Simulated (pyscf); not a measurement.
Optimised with ωB97X-D3(BJ)/def2-SVP in PySCF. Correlated levels are frozen-core, on RHF or UHF. ΔMP2 is the change of the MP2 total energy from the triple- to the quadruple-zeta basis. Singlets are restricted, triplets unrestricted.

Singlet (Å):
```xyz
4

O      1.5525    -0.5465     0.6786
Ge     0.8662     0.5513    -0.5487
H      0.9117    -1.1012     1.1394
H     -0.6675     0.0975    -0.3374
```

Triplet (Å):
```xyz
4

O     -0.1551    -0.6332     0.0351
Ge    -1.7378    -0.0192     0.6082
H     -0.1473    -1.5974    -0.0252
H     -2.6744     0.5339    -0.5117
```

For these two minima of HO–GeH:, which spin state lies lower at CCSD(T)/def2-TZVPP + ΔMP2(QZVPP), and by how much (electronic energies)?

The singlet, by 189.3 kJ/mol. Zero-point energy shifts E(triplet) − E(singlet) by -2.1 kJ/mol. Other isomers of HO–GeH: [singlet] were not searched in full and may lie lower. 

E(triplet) − E(singlet) by level (kJ/mol):

```csv
level,gap
ωB97X-D3(BJ)/def2-TZVP,+194.3
PBE/def2-TZVP,+178.1
r²SCAN/def2-TZVP,+160.1
B3LYP-D3(BJ)/def2-TZVP,+190.6
PBE0-D3(BJ)/def2-TZVP,+170.7
M06-2X/def2-TZVP,+165.5
ωB97M-D3(BJ)/def2-TZVP,+193.4
HF/def2-TZVP,+118.6
MP2/def2-QZVPP,+183.2
CCSD/def2-TZVPP,+176.1
CCSD(T)/def2-TZVPP,+178.9
CCSD(T)/def2-TZVPP + ΔMP2(QZVPP),+189.3
```

The triplet is the lowest one reached from the SCF start used. The CCSD(T) − MP2 part came from Ansatz, without density fitting, on the same reference. The frozen core leaves the outer d or s,p core shells of the metals and heavy elements correlated in the MP2 and CC values, and def2-TZVPP describes them poorly, which can shift differences by a few kcal/mol. Elements up to Kr have no core potential and no relativistic terms here.
